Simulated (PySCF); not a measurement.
C3H5BO2, SMILES O=CB(O)C=C. Atoms are numbered in the order given.

```xyz
11

C      0.0117     2.5541     0.0000
C      0.7011     1.3972     0.0000
B     -0.0041     0.0165     0.0000
O     -1.3486    -0.1042     0.0000
C      0.7519    -1.4179     0.0000
O      0.0615    -2.4253     0.0000
H     -1.0850     2.5509     0.0000
H      0.5005     3.5356     0.0000
H      1.7990     1.4514     0.0000
H     -1.5590    -1.0599     0.0000
H      1.8728    -1.5245     0.0000
```
Charge 0, spin multiplicity 1.

Coordinates come from a r2SCAN-D4/def2-SVP optimisation. The structure was generated by enumeration, and PubChem lists no compound with its InChIKey, so it may never have been made. The values are those of a single conformer.

All values below come from PySCF with r2SCAN/def2-TZVP.

Symmetry labels are those of the subgroup Cs that the program uses (full group Cs).

**Question.** List the valence orbital energies around the gap with their symmetry. (Estimate from the structure and the level; the computed values follow.)

**Answer.** 
```
orbital  symmetry  energy (eV)
-------  --------  -----------
HOMO−7         A'       -11.47
HOMO−6         A'       -10.54
HOMO−5         A"       -10.53
HOMO−4         A"        -9.23
HOMO−3         A'        -9.22
HOMO−2         A'        -8.58
HOMO−1         A"        -7.36
HOMO           A'        -6.15
LUMO           A"        -3.44
LUMO+1         A"        -1.35
LUMO+2         A'         1.03
LUMO+3         A'         1.68
```
